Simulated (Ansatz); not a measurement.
Cartesian coordinates in Å:
```
C -0.883 1.708 0.371
Al -0.045 -0.025 0.004
C 0.192 -0.621 -1.846
C 0.646 -1.111 1.480
H -1.626 1.984 -0.383
H -0.123 2.499 0.363
H -1.362 1.746 1.353
H -0.600 -0.261 -2.509
H 0.243 -1.710 -1.937
H 1.135 -0.229 -2.248
H 0.093 -0.959 2.411
H 1.688 -0.839 1.688
H 0.644 -2.181 1.253
```

Charge 0, multiplicity 1.

Task: List the r2SCAN/def2-TZVPP orbital energies in eV (Ansatz). (Estimate.)

Result: The calculation gave: Occupied: -1516.02, -271.97, -271.97, -271.97, -109.57, -69.96, -69.66, -69.66, -17.54, -17.18, -17.18, -9.81, -9.79, -9.79, -9.53, -9.53, -9.35, -9.12, -6.52, -6.52. Lowest empty: -0.79, 0.21, 1.75, 1.76, 2.50, 2.78, 2.79, 3.52.
